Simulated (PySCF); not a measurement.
C4H2BrCl, SMILES C(/C(=C\Cl)Br)#C. Atoms are numbered in the order given.

```xyz
8

C      2.6589     0.7465     0.0000
C      1.4834     0.4621     0.0000
C      0.0988     0.1081     0.0000
Br    -0.2904    -1.7419     0.0000
C     -0.9191     0.9805     0.0000
Cl    -0.6771     2.6779     0.0000
H      3.7036     1.0060     0.0000
H     -1.9611     0.6550     0.0000
```
Charge 0, spin multiplicity 1.

Geometry optimised at ωB97X-D3(BJ)/def2-SVP. The structure was generated by enumeration; whether it is a known compound was not checked.

Two levels are set side by side: PBE/pcSseg-1 (PySCF) and KT2/pcSseg-1 (PySCF). GIAO shifts against HCl (³⁵Cl), TMS (¹H), TMS (¹³C) at the same level; non-relativistic, no solvent, atoms listed together averaged. Without spin–orbit terms, shifts of atoms bonded to Cl or Br come out too high at both levels. Differences are taken from unrounded values.

```csv
quantity,PBE
δ(¹³C) of C1 (ppm),97.4
δ(¹³C) of C2 (ppm),84.4
δ(¹³C) of C3 (ppm),122.6
δ(¹³C) of C5 (ppm),140.0
δ(³⁵Cl) of Cl6 (ppm),295.7
δ(¹H) of H7 (ppm),3.93
δ(¹H) of H8 (ppm),6.76
```

### Question
These are the PBE values. What does KT2 give? (An estimate is asked for; the answer gives what the named calculation found.)

### Answer

```csv
quantity,KT2,PBE minus KT2
δ(¹³C) of C1 (ppm),90.5,7.0
δ(¹³C) of C2 (ppm),78.1,6.3
δ(¹³C) of C3 (ppm),114.5,8.1
δ(¹³C) of C5 (ppm),131.8,8.2
δ(³⁵Cl) of Cl6 (ppm),281.8,13.9
δ(¹H) of H7 (ppm),4.17,-0.24
δ(¹H) of H8 (ppm),6.64,0.12
```

Rough cost on one machine, each run with all the roots and properties that it gave: KT2 against PBE within a factor of 2.
